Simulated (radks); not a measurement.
Isoelectronic series with 42 electrons, all held in the configuration [Kr] 4d5 5s1, which need not be the ground one along the series. Method: Dirac Kohn-Sham, PBE, spin-unpolarised, spherical densities, finite nucleus; open shells fill j = l - 1/2 first; Fermi nuclear charge, rms radius of each element as measured or else 0.836 A^(1/3) + 0.57 fm; computed with a radial shooting solver on a logarithmic mesh with Libxc functionals. Total energies (hartree) and orbital eigenvalues (hartree):

| ion | E (hartree) | 4d5/2 | 4d3/2 |
|---|---|---|---|
| Mo | -4049.15996 | -0.13262 | -0.14006 |
| Rh3+ | -4782.39385 | -1.58861 | -1.60778 |
| Cd6+ | -5584.60005 | -3.82821 | -3.86467 |
| Sb9+ | -6456.51629 | -6.72203 | -6.78277 |
| Xe12+ | -7399.19691 | -10.23053 | -10.32409 |
| La15+ | -8413.9143 | -14.33535 | -14.47196 |
| Nd18+ | -9502.1195 | -19.02634 | -19.21808 |
| Eu21+ | -10665.4125 | -24.29742 | -24.55836 |
| Dy24+ | -11905.6726 | -30.14474 | -30.49116 |
| Tm27+ | -13224.9834 | -36.56588 | -37.01640 |
